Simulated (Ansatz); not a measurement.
In₉P₈⁺. The state is a singlet with charge 1. Geometry PBE-D4/def2-SVP, basis def2-TZVP, Ansatz.

```csv
atom,x (Å),y (Å),z (Å)
In1,-3.2373,1.8753,-1.7721
In2,0.3176,1.0628,-3.4335
In3,-1.3979,1.5769,3.5117
In4,-2.5938,-3.9366,1.7030
In5,4.1407,0.9011,0.0198
In6,-1.3222,-0.7883,-1.6245
In7,2.1544,-2.4229,1.0307
In8,1.5113,-2.7931,-1.9920
In9,2.0922,3.0675,-1.2222
P10,-0.6736,2.0553,0.6373
P11,1.2461,0.9132,0.8273
P12,-0.6499,-2.8839,-0.0256
P13,-1.0861,-1.3835,1.5823
P14,-2.2144,0.4111,0.8446
P15,0.7043,-0.4631,2.4838
P16,-0.6269,2.8463,-1.4205
P17,1.6356,-0.0383,-1.1501
```

```
run  HOMO (eV)  LUMO (eV)
  A      -7.50      -6.12
  B      -7.96      -5.33
  C      -7.48      -5.84
  D      -7.28      -5.84
```

In the def2 sets In takes a core potential; there is no spin–orbit coupling. Single mean-field runs in def2-TZVP are fitted with def2-universal-jkfit. The structure comes from a short search, and lower isomers may exist.

The runs used LDA (SPW92), PBE, PBE0, r2SCAN. Estimate which is which.

A LDA (SPW92) (0 % exact exchange); B PBE0 (25 % exact exchange); C r2SCAN (0 % exact exchange); D PBE (0 % exact exchange). Exact exchange lowers occupied and raises empty levels; among semilocal functionals meta-GGAs tend to open the gap a little, and such runs are hard to tell apart. The gap grows from 1.38 eV (LDA (SPW92)) to 2.62 eV (PBE0).
